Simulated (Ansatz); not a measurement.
Breaking the O3–H4 bond in BeH2O (SMILES [BeH][OH]) (multiplicity 1 held, fragments rigid). Energies count from the point at 0.952 Å.
Geometry at that point (charge 0, multiplicity 1):
| atom | x (Å) | y (Å) | z (Å) |
|---|---|---|---|
| Be | -0.7841 | -0.3530 | 0.0298 |
| H | -1.9953 | -0.8949 | 0.0798 |
| O | 0.5111 | 0.1852 | -0.0736 |
| H | 1.0425 | 0.8250 | 0.3897 |

Active spaces are followed from a long bond inwards.

Frozen-core correlation.

The values were computed with Ansatz (a program for electronic structure) with Gaussian orbitals. Values without a source in brackets are computed.

Question: Estimate the energy at R = 3.046 Å that FIC-MRCISD on CASSCF(4,3)/aug-cc-pVDZ returns for this input.

Answer: 125.3 kcal/mol

Question: Give the energy at R = 3.046 Å at the level FIC-MRCISD+Q on CASSCF(4,3)/aug-cc-pVDZ.

Answer: 127.0 kcal/mol

Doubts at one or more of the structures used: active orbitals that take no part (FIC-MRCISD on CASSCF(4,3)/aug-cc-pVDZ, FIC-MRCISD+Q on CASSCF(4,3)/aug-cc-pVDZ).
